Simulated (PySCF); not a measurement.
Start geometry of `COB(BN)OC` from GFN2-xTB (Å):
```
atom  x, y, z in Å
C1    -1.8407   -1.6212    0.8357
O2    -1.4638   -0.2700    0.5951
B3    -0.2125    0.0409    0.1782
B4     0.1962    1.6789   -0.1032
N5    -0.2562    2.6333    0.7893
O6     0.6422   -1.0305    0.0466
C7     1.9965   -0.9502   -0.3385
H8    -1.7002   -2.2028   -0.0664
H9    -2.9209   -1.5729    1.1177
H10   -1.2852   -2.0393    1.6573
H11    0.7283    2.0821   -1.0398
H12   -0.7769    2.4193    1.6334
H13   -0.1412    3.6419    0.6768
H14    2.1409   -1.6391   -1.1595
H15    2.6212   -1.2509    0.5012
H16    2.2532    0.0780   -0.6456
```

Q: What comes out of this run: PySCF, PBE0-D3(BJ)/def2-SVP geometry optimisation, gas phase?

A: 
```
atom  x, y, z in Å
C1    -1.692   -1.608    1.020
O2    -1.255   -0.278    0.898
B3    -0.049    0.029    0.328
B4     0.311    1.713    0.242
N5    -0.674    2.557    0.738
O6     0.702   -1.026   -0.100
C7     1.958   -0.890   -0.704
H8    -1.686   -2.129    0.049
H9    -2.718   -1.601    1.415
H10   -1.050   -2.182    1.709
H11    1.316    2.237   -0.197
H12   -1.535    2.180    1.119
H13   -0.614    3.567    0.757
H14    1.960   -1.415   -1.672
H15    2.732   -1.350   -0.067
H16    2.226    0.165   -0.873
```

The energy falls by 0.194 eV over 11 energy and gradient evaluations, the largest force component goes from 0.0310 to 4.2e-04 Eh/bohr, and the atoms move by 0.451 Å rms after alignment. The bond that changes most is B4–H11 (three-coordinate boron to B–H hydrogen), which lengthens by 0.065 Å. Bonds longer at the end by more than 0.005 Å: 8 of 15; shorter: 5. Among the angles that change most is O2–B3–B4, from 119.4° to 115.0°. Among the dihedrals that turn most is O6–B3–B4–H11, from 50° to -2°. Rotational constants go from 2734, 2126, 1248 to 2752, 2186, 1237 MHz. The orientation of the end geometry is arbitrary; only internal coordinates are fixed.

The run used 143 basis functions and 80 SCF cycles in all.

Not checked by PBE0-D3(BJ)/def2-SVP frequencies. The numbers are those of one conformer.
